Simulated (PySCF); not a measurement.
# Correlation energy of Sb (antimony, neutral)

[Kr] 4d10 5s1 5p3 5d1, high-spin 6D determinant (an excited configuration). Computed with PySCF 2.14 in dyall-av2z (22s16p12d, 130 functions), with the non-relativistic Hamiltonian (point nucleus). Frozen: [Kr] 4d10; 5 electrons correlated; the 62 highest virtual orbitals of each spin left out.

```csv
level,correlation energy (mhartree)
CCSD,-18.64
(T),-0.12
CCSD(T),-18.76
```

Diagnostics: T1 = 0.0029, D1 = 0.0073, largest double amplitude 0.035.

A non-relativistic calculation at this Z misses sizeable relativistic shifts. The outer electron is Rydberg-like, and this basis confines it to a smaller radius and binds it less than a complete one would.

Cost of the coupled-cluster step: roughly 10 core-seconds, for 5 correlated electrons.

Iterations:

```
CC2 = 0
CCSD nocc = (np.int64(5), np.int64(0)), nmo = (45, 45)
frozen orbitals [[0, 1, 2, 3, 4, 5, 6, 7, 8, 9, 10, 11, 12, 13, 14, 15, 16, 17, 18, 19, 20, 21, 22, 68, 69, 70, 71, 72, 73, 74, 75, 76, 77, 78, 79, 80, 81, 82, 83, 84, 85, 86, 87, 88, 89, 90, 91, 92, 93, 94, 95, 96, 97, 98, 99, 100, 101, 102, 103, 104, 105, 106, 107, 108, 109, 110, 111, 112, 113, 114, 115, 116, 117, 118, 119, 120, 121, 122, 123, 124, 125, 126, 127, 128, 129], [0, 1, 2, 3, 4, 5, 6, 7, 8, 9, 10, 11, 12, 13, 14, 15, 16, 17, 18, 19, 20, 21, 22, 68, 69, 70, 71, 72, 73, 74, 75, 76, 77, 78, 79, 80, 81, 82, 83, 84, 85, 86, 87, 88, 89, 90, 91, 92, 93, 94, 95, 96, 97, 98, 99, 100, 101, 102, 103, 104, 105, 106, 107, 108, 109, 110, 111, 112, 113, 114, 115, 116, 117, 118, 119, 120, 121, 122, 123, 124, 125, 126, 127, 128, 129]]
max_cycle = 100
direct = 0
conv_tol = 1e-08
conv_tol_normt = 1e-06
diis_space = 8
diis_start_cycle = 0
Init t2, MP2 energy = -0.0137176180841237
Init E_corr(UCCSD) = -0.0137176180865382
cycle = 1  E_corr(UCCSD) = -0.017248637480192  dE = -0.00353101939  norm(t1,t2) = 0.0262698
cycle = 2  E_corr(UCCSD) = -0.0182216883331  dE = -0.000973050853  norm(t1,t2) = 0.00849326
cycle = 3  E_corr(UCCSD) = -0.018652445397977  dE = -0.000430757065  norm(t1,t2) = 0.00314867
cycle = 4  E_corr(UCCSD) = -0.0186375092030722  dE = 1.49361949e-05  norm(t1,t2) = 0.000612102
cycle = 5  E_corr(UCCSD) = -0.0186395822641989  dE = -2.07306113e-06  norm(t1,t2) = 9.42945e-05
cycle = 6  E_corr(UCCSD) = -0.0186393045089021  dE = 2.77755297e-07  norm(t1,t2) = 1.3013e-05
cycle = 7  E_corr(UCCSD) = -0.0186394297584683  dE = -1.25249566e-07  norm(t1,t2) = 2.31041e-06
cycle = 8  E_corr(UCCSD) = -0.0186393816091373  dE = 4.8149331e-08  norm(t1,t2) = 4.72465e-07
cycle = 9  E_corr(UCCSD) = -0.0186393884657648  dE = -6.85662754e-09  norm(t1,t2) = 9.59283e-08
UCCSD converged
E(UCCSD) = -6313.112599029997  E_corr = -0.01863938846576483
UCCSD(T) correction = -0.000124236502173249
```
